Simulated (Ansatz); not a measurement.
Total energies of `CCOCOCOCOCOCOC` from Ansatz at PBE0-D4/def2-TZVP, gas phase (1 Eh = 27.2114 eV = 2625.5 kJ/mol). The reference geometry is relaxed at PBE-D4/def2-SVP.

```xyz
32

C     1.805    3.031   -3.474
C     1.544    1.762   -2.672
O     2.745    1.213   -2.117
C     3.197    1.761   -0.917
O     2.854    1.010    0.241
C     1.651    1.328    0.881
O     0.492    0.897    0.185
C     0.379   -0.513    0.097
O     0.042   -1.101    1.336
C    -1.301   -0.874    1.721
O    -2.217   -1.609    0.938
C    -2.229   -2.996    1.247
O    -2.839   -3.282    2.471
C    -4.234   -3.027    2.482
H     2.181    3.854   -2.832
H     2.556    2.847   -4.269
H     0.869    3.387   -3.954
H     1.140    0.968   -3.335
H     0.786    1.926   -1.875
H     4.306    1.735   -0.950
H     2.850    2.818   -0.786
H     1.703    0.840    1.877
H     1.524    2.430    0.991
H     1.344   -0.964   -0.210
H    -0.408   -0.702   -0.663
H    -1.577    0.194    1.590
H    -1.362   -1.168    2.790
H    -1.192   -3.389    1.321
H    -2.767   -3.475    0.395
H    -4.464   -1.960    2.268
H    -4.609   -3.283    3.492
H    -4.770   -3.656    1.731
```

```json
{"state": "charge 0 singlet", "geometry": "reference", "energy (Eh)": "-766.43882"}
{"state": "charge 1 doublet", "geometry": "reference", "energy (Eh)": "-766.09588"}
{"state": "charge -1 doublet", "geometry": "reference", "energy (Eh)": "-766.35787"}
{"state": "free C atom (triplet)", "geometry": "–", "energy (Eh)": "-37.80537"}
{"state": "free O atom (triplet)", "geometry": "–", "energy (Eh)": "-75.01860"}
{"state": "free H atom (doublet)", "geometry": "–", "energy (Eh)": "-0.50104"}
```

(1) Work out the vertical ionisation energy to the doublet.

(2) Work out the vertical electron affinity, to the doublet.

(3) Give the fundamental gap IE − EA, the Mulliken electronegativity (IE + EA)/2 and the hardness (IE − EA)/2.

(4) What is the binding energy per atom against free atoms?

(1) E(charge 1 doublet) − E(charge 0 singlet) = -766.09588 − (-766.43882) = 0.34294 Eh = 9.33 eV. For comparison, −ε of the highest occupied level is 7.84 eV at this level, 1.49 eV less.

(2) E(charge 0 singlet) − E(charge -1 doublet) = -766.43882 − (-766.35787) = -0.08095 Eh = -2.20 eV; negative, so the extra electron isn't bound. The basis lacks diffuse functions, which makes affinities too small.

(3) From the values in Eh: IE − EA = 0.34294 − (-0.08095) = 0.42389 Eh = 11.53 eV; (IE + EA)/2 = 3.56 eV; (IE − EA)/2 = 5.77 eV. The HOMO–LUMO gap of the same run is 9.03 eV, 2.50 eV smaller than the fundamental gap.

(4) Atoms: 8 × (-37.80537) + 6 × (-75.01860) + 18 × (-0.50104) = -761.57328 Eh. Binding: -761.57328 − (-766.43882) = 4.86554 Eh = 132.40 eV, or 4.14 eV for each of 32 atoms (no zero-point energy, no counterpoise term).

At PBE0-D4/def2-TZVP the highest occupied level of the charge -1 doublet lies above zero (up to 3.24 eV). By energy differences it is unbound by 2.20 eV (vertical, against the charge 0 singlet, at PBE0-D4/def2-TZVP) and held by the finite basis.
